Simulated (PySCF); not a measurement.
SiH2FCl, SMILES [SiH2](Cl)F.

The structure is a stationary point at B3LYP-D3(BJ)/def2-TZVP.

All values below come from ωB97X/def2-TZVPD (PySCF).

Symmetry labels are those of the subgroup Cs that the program uses (full group Cs).

Computed valence orbital energies around the gap with their symmetry:
```csv
orbital,symmetry,energy (eV)
HOMO−7,A',-18.87
HOMO−6,A',-16.00
HOMO−5,A",-15.87
HOMO−4,A',-15.76
HOMO−3,A',-13.42
HOMO−2,A",-13.36
HOMO−1,A',-12.31
HOMO,A",-11.75
LUMO,A',1.69
LUMO+1,A',1.80
LUMO+2,A',2.06
LUMO+3,A",2.60
```
